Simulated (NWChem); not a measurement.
# ZnHI; SMILES [ZnH][I]

```xyz
3

Zn     0.0000     0.0000    -1.4951
H      0.0000     0.0000    -3.0313
I      0.0000     0.0000     0.9431
```
Atoms are numbered in this order, from 1.

Structure relaxed at the PBE0/def2-SVP level. Not confirmed as a minimum by frequencies. def2 effective core potentials on I; no spin-orbit coupling.

Q: List the 4 lowest vertical singlet excitations from PBE/def2-SVPD with def2 effective core potentials on I, TDA (NWChem).

A: 
| state | energy (eV) | oscillator strength | leading excitation (squared amplitude) |
|---|---|---|---|
| S1 | 5.10 | 0.000 | HOMO−1 → LUMO+1 (0.50) |
| S2 | 5.12 | 0.030 | HOMO → LUMO (0.99) |
| S3 | 5.12 | 0.030 | HOMO−1 → LUMO (0.99) |
| S4 | 5.14 | 0.000 | HOMO−1 → LUMO+1 (0.49) |
